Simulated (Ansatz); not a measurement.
Gas-phase electronic energies from Ansatz, PBE0-D4/def2-TZVP geometries. CCSD(T)/CBS is the MP2 limit (def2-TZVPP, def2-QZVPP) plus CCSD(T) − MP2 in def2-TZVPP, frozen cores. This one scheme is used for every species. DFT in def2-TZVPP. Elements past krypton have def2 core potentials. For Ge, In outer-core shells are correlated without core-valence functions, which leaves a few kJ/mol of doubt a bond. Scalar relativity is left out up to krypton.

Consider the ligand exchange at the In–S bond: `[SH][InH2]` + `C[NH][GeH3]` → `C[N]([GeH3])[InH2]` + H₂S.

```json
{"species": "`[SH][InH2]`", "PBE0 energy (Eh)": "-590.01060"}
{"species": "`C[NH][GeH3]`", "PBE0 energy (Eh)": "-2173.71817"}
{"species": "`C[N]([GeH3])[InH2]`", "PBE0 energy (Eh)": "-2364.43432"}
{"species": "H₂S", "PBE0 energy (Eh)": "-399.26243"}
```

(1) Work out ΔE.

(2) What do rigid-rotor, harmonic-oscillator terms from PBE0-D4/def2-TZVP frequencies (298.15 K, 1 bar) make of the CCSD(T)/CBS value? (An estimate is asked.)

Largest T1 diagnostic among the species: 0.015.

Results:

(1) ΔE = (-2364.43432) + (-399.26243) − (-590.01060) − (-2173.71817) = 0.03202 Eh = +84.1 kJ/mol. CCSD(T)/CBS gives +62.9 kJ/mol.

(2) The calculation gave: ΔZPE = -11.9 kJ/mol, ΔH = +53.8 kJ/mol, ΔS = -13 J/(mol·K), ΔG = +57.7 kJ/mol.

Leaving LDA and LC-ωPBE aside and taking each functional with its dispersion term where it has one, the values, not all of them listed here, spread over 13.3 kJ/mol, from BLYP-D4 to r2SCAN0-D4. LDA lies −8.9 kJ/mol from PBE without D4. In def2-TZVPP, CCSD(T) changes the Hartree–Fock value by −31.3 kJ/mol (the triples alone add −4.4 kJ/mol) and MP2 by −33.1 kJ/mol.
